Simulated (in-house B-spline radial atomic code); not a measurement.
## Ionising the zirconium ion Zr⁵⁺ with different functionals

Computed with a B-spline radial code for spherical atoms: scalar-relativistic (spin-free X2C) Hamiltonian, Fermi nucleus of rms radius 4.2694 fm, spin-polarised at highest spin, spherical fractional occupations for the functionals, the average over the highest-spin determinants for Hartree-Fock. The ionisation energy is the difference of two self-consistent energies, [Ar] 3d10 4s2 4p5 → [Ar] 3d10 4s2 4p4, without Breit or QED terms; ε is the level of the shell that loses the electron (its least bound occupied spin orbital). There is no spin-orbit coupling in this Hamiltonian.

Hybrids are left out here: with spherical fractional occupations of an open shell their exact exchange keeps a self-interaction that integer-occupation calculations don't have.

| method | rung | ΔSCF (eV) | -ε(4p) (eV) |
| --- | --- | --- | --- |
| Hartree-Fock | Hartree-Fock | 95.29 | 95.94 |
| LDA VWN5 | LDA | 96.97 | 88.82 |
| LDA PW92 | LDA | 96.97 | 88.82 |
| LDA exchange-only | LDA | 94.98 | 86.93 |
| PBE | GGA | 96.61 | 88.56 |
| PBEsol | GGA | 96.64 | 88.57 |
| BLYP | GGA | 96.48 | 88.38 |
| RPBE | GGA | 96.52 | 88.51 |
| PW91 | GGA | 96.74 | 88.67 |
| BP86 | GGA | 96.79 | 88.70 |
| AM05 | GGA | 96.66 | 88.59 |
| OLYP | GGA | 96.65 | 88.70 |
| TPSS | meta-GGA | 96.72 | 88.73 |
| SCAN | meta-GGA | 96.92 | 89.06 |
| r2SCAN | meta-GGA | 96.91 | 89.05 |
| revTPSS | meta-GGA | 96.71 | 88.74 |

Q: How do they compare with the NIST value?

A: NIST lists 96.38 eV ± 0.04 (semi-empirical, ground level to ground level). Errors run from -1.40 to +0.59 eV; BLYP is closest (+0.10 eV), but part of that can be cancellation, since the calculations leave out spin-orbit coupling, Breit-QED terms, multiplet and fine-structure energies. Hartree-Fock also lacks correlation.
